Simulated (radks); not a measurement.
Question: The mean radii <r> (bohr) of the occupied orbitals of an atom or ion are listed with their occupations. Method: Dirac Kohn-Sham, SOGGA, spin-unpolarised, spherical densities, point nucleus; computed with a radial shooting solver on a logarithmic mesh with Libxc functionals.

orbital  occ.     <r>
1s1/2       2  0.1203
2s1/2       2  0.6237
2p1/2       2  0.5962
2p3/2       4  0.5983

Name the element and its charge. Open shells, if any, fill j = l - 1/2 first.

Answer: Z = 13, aluminium, charge +3: Al3+ in [Ne]. The 1s radius gives Z: for a bare nucleus <r> = (2 gamma + 1)/(2Z) with gamma = sqrt(1 - (Z/c)^2), 0.115 bohr for Z = 13, and screening makes it slightly larger (0.1203 here). The occupations add up to 10, and the charge is Z minus that.
